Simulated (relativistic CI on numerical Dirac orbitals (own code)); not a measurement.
**Sensitivity of the levels of Er V to α and to the nuclear radius**

These numbers are calculated, not measured: Dirac-Coulomb-Breit CI, separate exchange-only KLI orbitals for each configuration, valence Slater integrals scaled by 0.85, P86 correlation energy added to each configuration, derivatives by finite differences, QED left out (own radial code, finite nucleus).

Configurations in the expansion (outside the closed core [Kr] 4d10): 4f¹⁰5s²5p⁶, 4f¹²5s²5p⁴, 4f⁹5s²5p⁶6s, 4f¹²5p⁶, 4f¹¹5s5p⁶. The list is cut by size and lacks configurations that can hold low levels.

With x = (α/α₀)² − 1 an excitation energy changes as ω = ω₀ + qx; K = 2q/ω₀ is the relative enhancement. Terms are leading LS components, so labels can repeat. The field-shift factor is F = δν/δ⟨r²⟩ for the transition from the lowest level.

Lowest level 4f¹⁰5s²5p⁶ ⁵I8.

```
         Level  ω₀ (cm⁻¹)  q (cm⁻¹)       K  F (GHz/fm²)
4f¹⁰5s²5p⁶ ⁵I7     6015.9      6163    2.05        0.291
4f¹⁰5s²5p⁶ ⁵I6    10088.0      9035    1.79        0.456
4f¹⁰5s²5p⁶ ⁵I5    13002.4     10280    1.58        0.556
4f¹⁰5s²5p⁶ ⁵I4    15385.9     12230    1.59         0.66
4f¹⁰5s²5p⁶ ⁵F5    18792.3     918.9  0.0978        0.445
4f¹⁰5s²5p⁶ ⁵S2    21746.4     793.9   0.073        0.514
4f¹⁰5s²5p⁶ ³K8    22055.7      2415   0.219        0.572
4f¹⁰5s²5p⁶ ⁵F4    22719.8      4777   0.421        0.629
4f¹⁰5s²5p⁶ ⁵F3    25053.1      6910   0.552        0.735
4f¹⁰5s²5p⁶ ⁵F2    25139.8      5161   0.411        0.697
4f¹⁰5s²5p⁶ ⁵G6    26446.0      1660   0.126        0.646
4f¹⁰5s²5p⁶ ⁵F1    26687.6      6880   0.516        0.776
4f¹⁰5s²5p⁶ ³K7    27693.2      7403   0.535        0.825
```

At this charge configurations can still be misplaced by up to about 7 % of their energy. Levels and lines within the n = 5 or 6 shells can be off by up to 10 % or somewhat more, and those that change n by about 2 %, since core polarisation is missing.
